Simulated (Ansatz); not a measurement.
Ge(H)3(SMe) (CH6GeS), SMILES C[S][GeH3].

Coordinates come from a TPSSh-D3(BJ)/def2-SVP optimisation.

Two levels are set side by side: PBE/def2-SVPD (Ansatz, a program for electronic structure) and CAM-B3LYP/def2-SVPD (Ansatz). Energy differences of separate SCF runs at the same geometry; the states with an electron removed or added have multiplicity 2 and 2. Differences are taken from unrounded values.

```csv
quantity,CAM-B3LYP
vertical ionisation energy (eV),8.99
vertical singlet–triplet gap (eV),5.05
```

What does PBE give, and how far is it from CAM-B3LYP? (The exact figures need the calculation; the answer reports its results.)


```tsv
quantity	PBE	PBE minus CAM-B3LYP
vertical ionisation energy (eV)	8.81	-0.17
vertical singlet–triplet gap (eV)	4.70	-0.35
```
